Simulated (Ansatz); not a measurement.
Frontier orbitals of `C=C(O)[SiH2]C=O`.

Total charge 0; spin multiplicity 1. The structure was optimised at the PBE0-D4/def2-TZVP level. It is one conformer, not always the lowest. Basis def2-TZVPP, Ansatz 0.2.0.

Orbital energies of one run (eV). Highest occupied ones, from the top: -6.84, -7.46, -9.59, -9.99, -11.03, -11.35, -11.41, -11.98, -12.80, -13.43, -14.21, -15.11, -17.13, -18.09. Empty: -1.56, -0.24, 0.60, 1.01, 1.31, 1.73.

Problem. Which functional gave them?
A. revPBE
B. HSE06 (plane-wave form)
C. PBE0
D. ωB97M-V

Solution. C. HOMO energies: PBE0 -6.84, HSE06 -6.44, revPBE -5.39, ωB97M-V -9.09 eV.
